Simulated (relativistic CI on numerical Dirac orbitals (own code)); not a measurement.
## Rh5+: L2,3 absorption edge

Computed with this model: Dirac-Coulomb-Breit CI, orbitals from a KLI potential per configuration, model QED (radiative potential, 1s self-energy scaled to tabulated hydrogen-like ionisation energies), valence Slater integrals scaled by 0.9, multiplet model of core-to-valence dipole absorption; configurations [Kr] 4d4 → [He] 2s2 2p5 3s2 3p6 3d10 4s2 4p6 4d5; 80 K; Lorentzian 1.6 eV and Gaussian 0.5 eV FWHM. Energies are those of the free ion, without screening or charge transfer. The branching ratio is the share of the lower-energy edge in the whole absorption, uncertain by about 0.02 where the edges overlap. S is read from ⟨S²⟩ = S(S + 1).

Field parameters in Wybourne normalisation: D3d B²₀ = −7Dσ, B⁴₀ = −14Dq − 21Dτ, B⁴₃ = −14√(10/7) Dq; Oh B⁴₀ = 21Dq, B⁴₄ = √(5/14) B⁴₀; Td as Oh with Dq negative (B⁴₀ = 21Dq, B⁴₄ = √(5/14) B⁴₀). The field is a parameter set, without covalency.

free ion: ground-state S = 1.97, centroid 3039.65 eV, branching ratio 0.821. Peaks (eV, height): 3011.2 (35), 3014.0 (100), 3157.2 (22).

Td, 10Dq = -11000 cm⁻¹: ground-state S = 1.93, centroid 3041.78 eV, branching ratio 0.806. Peaks (eV, height): 3014.2 (100), 3153.5 (7), 3157.2 (21).

Oh, 10Dq = 25300 cm⁻¹: ground-state S = 1.23, centroid 3038.89 eV, branching ratio 0.826. Peaks (eV, height): 3014.0 (100), 3155.8 (21).

D3d, 10Dq = 19450, Dσ = -150, Dτ = -310 cm⁻¹: ground-state S = 1.77, centroid 3041.62 eV, branching ratio 0.807. Peaks (eV, height): 3013.8 (100), 3154.5 (13), 3156.0 (18).

Oh, 10Dq = 43150 cm⁻¹: ground-state S = 1.01, centroid 3045.74 eV, branching ratio 0.782. Peaks (eV, height): 3011.0 (58), 3015.2 (100), 3154.5 (14), 3157.5 (31).

The statistical ratio of this edge is 2/3 = 0.667. Values above it arise where the holes sit mainly in the j = l + 1/2 valence subshell or the ground state has high spin; values below it where core-valence Coulomb terms move weight to the upper edge, as in nearly empty shells. At deep edges of heavy elements the radial integrals of the two core levels differ, which raises the baseline.

Strongest unbroadened transitions for Oh, 10Dq = 25300 cm⁻¹:

| Energy (eV) | Relative strength |
| --- | --- |
| 3011.61 | 60.3 |
| 3011.90 | 34.4 |
| 3012.43 | 13.7 |
| 3012.76 | 36.5 |
| 3012.82 | 14.3 |
| 3013.23 | 19.2 |
| 3013.62 | 87.6 |
| 3013.81 | 18.8 |
| 3013.95 | 100.0 |
| 3014.19 | 46.0 |
| 3014.40 | 14.4 |
| 3014.53 | 94.0 |
| 3014.72 | 15.8 |
| 3016.09 | 68.3 |
| 3155.09 | 17.8 |
| 3155.39 | 34.6 |
| 3156.05 | 30.4 |
| 3157.41 | 24.4 |
